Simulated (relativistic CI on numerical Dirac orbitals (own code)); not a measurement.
**Rh XXXV: sensitivity of the levels to the model**

Base calculation: Dirac-Coulomb-Breit CI, orbitals from a KLI potential per configuration, QED by a radiative potential, unscaled Slater integrals.

CI space (outside the closed core [Ne]): 3s, 3p, 3d, 4s, 4p, 4d, 4f, 5s, 5p, 5d, 5f, 5g, 6s, 6p, 6d. Levels of other configurations are missing.

Variants: (1) P86 correlation estimate; (2) Breit term removed; (3) one mean potential for all configurations. Shifts of the energy above 3s 2S_1/2, in eV, for the lowest level and the first level of each name with at least 55 % of one term (blank where a level changes its place among those of its configuration and J or its character, or is not in the variant):

| Level | Base | Δ(1) | Δ(2) | Δ(3) |
| --- | --- | --- | --- | --- |
| 3s 2S_1/2 | 0.00 | 0.00 | 0.00 | 0.00 |
| 3p 2P°_1/2 | 77.49 | +0.14 | -0.67 | +0.05 |
| 3p 2P°_3/2 | 114.42 | +0.14 | -0.05 | +0.05 |
| 3d 2D_3/2 | 215.17 | -0.22 | +0.29 | +0.03 |
| 3d 2D_5/2 | 222.97 | -0.22 | +0.70 | +0.03 |
| 4s 2S_1/2 | 974.64 | -0.28 | +0.63 | -0.01 |
| 4p 2P°_1/2 | 1006.52 | -0.24 | +0.36 | 0.00 |
| 4p 2P°_3/2 | 1021.44 | -0.24 | +0.61 | +0.01 |
| 4d 2D_3/2 | 1059.37 | -0.37 | +0.76 | 0.00 |
| 4d 2D_5/2 | 1062.79 | -0.37 | +0.91 | 0.00 |
| 4f 2F°_5/2 | 1082.41 | +0.03 | +1.01 | -0.01 |
| 4f 2F°_7/2 | 1083.83 | +0.03 | +1.03 | -0.01 |
| 5s 2S_1/2 | 1405.34 | -0.15 | +0.84 | +0.01 |
| 5p 2P°_1/2 | 1421.35 | -0.13 | +0.70 | +0.02 |
| 5p 2P°_3/2 | 1428.82 | -0.13 | +0.83 | +0.02 |
| 5d 2D_3/2 | 1447.33 | -0.23 | +0.90 | +0.02 |
| 5d 2D_5/2 | 1449.10 | -0.23 | +0.98 | +0.01 |
| 5f 2F°_5/2 | 1458.82 | -0.07 | +1.02 | -0.01 |
| 5f 2F°_7/2 | 1459.55 | -0.07 | +1.03 | 0.00 |
| 5g 2G_7/2 | 1460.77 | -0.32 | +1.03 | +0.02 |
| 5g 2G_9/2 | 1461.20 | -0.32 | +1.03 | +0.02 |
| 6s 2S_1/2 | 1633.12 | -0.07 | +0.92 | +0.02 |

At this charge energies of transitions that change n are usually good to better than 1 %, and those within a shell (Δn = 0) to a few per cent.

Ionisation energy from the two ground configurations alone: base 2128.35 eV; Breit term removed 2129.38 eV. The NIST ASD value (semi-empirical) is 2129.22 eV.
